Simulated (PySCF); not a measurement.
C₇H₁₁N₃.
Cartesian coordinates in Å at the GFN2-xTB level; atoms count from 1:
```
atom  x, y, z in Å
C1    -2.6294    1.2685   -0.3110
C2    -2.1438    0.1131    0.0995
C3    -0.8876   -0.0318    0.9122
N4     0.0024   -1.0020    0.3258
C5     0.0964   -2.3274    0.6284
N6     0.9551   -2.9148   -0.1447
N7     1.4460   -1.9883   -0.9849
C8     0.8799   -0.8468   -0.7155
C9     1.1656    0.4419   -1.3945
C10    2.2087    1.2537   -0.6225
H11   -2.1461    2.2039   -0.0783
H12   -3.5382    1.3301   -0.8841
H13   -2.6395   -0.8174   -0.1432
H14   -1.1406   -0.3818    1.9196
H15   -0.3760    0.9305    0.9966
H16   -0.4657   -2.7996    1.4078
H17    0.2416    1.0147   -1.5018
H18    1.5524    0.2106   -2.3870
H19    1.8576    1.4970    0.3787
H20    3.1284    0.6818   -0.5314
H21    2.4241    2.1812   -1.1471
```

Computed at PBE0/pcSseg-1 (PySCF, non-relativistic), with Q(14N) = 0.02044 b: N4, 14N (I = 1): χzz = -2.929 MHz, η = 0.313; N6, 14N (I = 1): χzz = -5.215 MHz, η = 0.185; N7, 14N (I = 1): χzz = -5.005 MHz, η = 0.281.

(1) Where would the pure quadrupole (NQR) lines of 14N at N4 fall for the rigid, isolated species?

(2) Where would the pure quadrupole (NQR) lines of 14N at N6 fall for the rigid, isolated species?

(3) Find the zero-field quadrupole resonance frequencies of 14N at N7.

Answers

(1) From ν± = (3/4)|χ|(1 ± η/3) and ν0 = |χ|η/2: ν+ 2.426 MHz, ν− 1.967 MHz, ν0 0.459 MHz (pyrrole-type nitrogen).

(2) From ν± = (3/4)|χ|(1 ± η/3) and ν0 = |χ|η/2: ν+ 4.153 MHz, ν− 3.669 MHz, ν0 0.483 MHz (pyridine-type nitrogen).

(3) From ν± = (3/4)|χ|(1 ± η/3) and ν0 = |χ|η/2: ν+ 4.105 MHz, ν− 3.403 MHz, ν0 0.703 MHz (pyridine-type nitrogen).

In a crystal, neighbours and librations shift these lines. GFN2-xTB bond lengths can be off by several hundredths of an ångström, more for odd bonds, and the gradients follow them. The small basis limits the accuracy of the gradients.

One conformer stands for the species.
